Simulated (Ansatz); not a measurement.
Cl2Se, charge +1, doublet, at a GFN2-xTB geometry (a state made from the parent by changing its charge; the spin is typed, not shown lowest), atoms displaced at random by about 0.05 Å a coordinate. Base run: HF/pcseg-1 run with Ansatz (a program for electronic structure).

The Ansatz input:
Ansatz 0.2 input:
```yaml
crystal:
  periodic: [false, false, false]
  atoms:
    - {symbol: Se, position_ang: [-0.03464910, 0.03119263, 0.56749345]}
    - {symbol: Cl, position_ang: [0.99761127, 1.33220783, -0.63292436]}
    - {symbol: Cl, position_ang: [-1.06720656, -1.25922728, -0.69119043]}
basis:
  gaussian:
    orbitals: pcseg-1.json
hamiltonian:
  xc: hf
total_charge: 1
magnetization: {spin_polarized: true, initial_magnetization: 1}
relax: {}
```
The basis file holds pcseg-1 in the JSON format of the Basis Set Exchange.

The base run was repeated with changes; each row names its change, and settings that it needs were set with it.

| change | ΔE vs base (µEh) | optimiser steps |
|---|---|---|
| base | 0.0 | 4 |
| relax = max_displacement: 0.5 | -0.2 | 4 |
| relax = escape_saddle: false | 0.0 | 4 |
| relax = f_tol: 0.1 | -0.1 | 4 |
| relax = f_tol: 0.0005 | -0.2 | 6 |
| relax = f_tol: 0.05 | 0.0 | 4 |
| relax = f_tol: 0.002 | -0.2 | 5 |
